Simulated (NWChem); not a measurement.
# H$_{2}$TeS$_{2}$; SMILES S[Te]S

```xyz
5

Te     0.0000     0.0000     0.5941
S      1.9264    -0.0435    -0.8986
H      2.0332     1.3074    -1.0684
S     -1.9264     0.0435    -0.8986
H     -2.0332    -1.3074    -1.0684
```
Atoms are numbered in this order, from 1.

Computed with NWChem. The geometry was optimised at PBE-D3(BJ)/def2-SVP. def2 effective core potentials on Te; no spin-orbit coupling. Ions are spin-unrestricted doublets at the neutral geometry; other ion states weren't tried.

| level | vertical ionisation energy, ΔSCF (eV) | −ε(HOMO) (eV) | ΔSCF minus −ε(HOMO) (eV) |
|---|---|---|---|
| B3LYP/def2-SVPD | 8.83 | 6.59 | 2.24 |
| PBE/def2-SVPD | 8.67 | 5.74 | 2.93 |
| BHandHLYP/def2-SVPD | 8.80 | 7.75 | 1.05 |
| LDA (Slater exchange, VWN5)/def2-SVPD | 8.86 | 5.85 | 3.01 |
| PBE0/def2-SVPD | 8.82 | 6.83 | 1.99 |
